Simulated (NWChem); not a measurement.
System: GeN2H4, singlet; SMILES [Ge]([NH2])[NH2]

NWChem input:

```
start job
memory heap 200 mb stack 900 mb global 1100 mb
geometry units angstroms noautoz
  Ge     0.000000     0.000000    -0.456121
  N      1.384358     0.000000     0.765976
  H      2.347789     0.000000     0.456786
  H      1.302424     0.000000     1.776731
  N     -1.384358     0.000000     0.765976
  H     -1.302424     0.000000     1.776731
  H     -2.347789     0.000000     0.456786
end
basis spherical
  Ge library def2-svp
  N library def2-svp
  H library def2-svp
end
dft
  xc b3lyp
  iterations 150
end
tddft
  cis
  nroots 6
end
task tddft energy
```

Low-valent species are run as closed-shell singlets; no triplet was tried in these runs. Structure relaxed at the B3LYP/6-31G* (spherical d) level.

Vertical excitations in the gas phase.

### Question
Give the results of this calculation. (B3LYP/def2-SVP, TDA.) Quantities: lowest excitation, singlet (eV); lowest state with f > 0.02, singlet (eV); lowest triplet (eV); orbital gap (eV).

### Answer
The lowest excitation, singlet (eV) is 5.54. The lowest state with f > 0.02, singlet (eV) is 5.54. The lowest triplet (eV) comes out as 3.85 and the orbital gap (eV) comes out as 5.73.
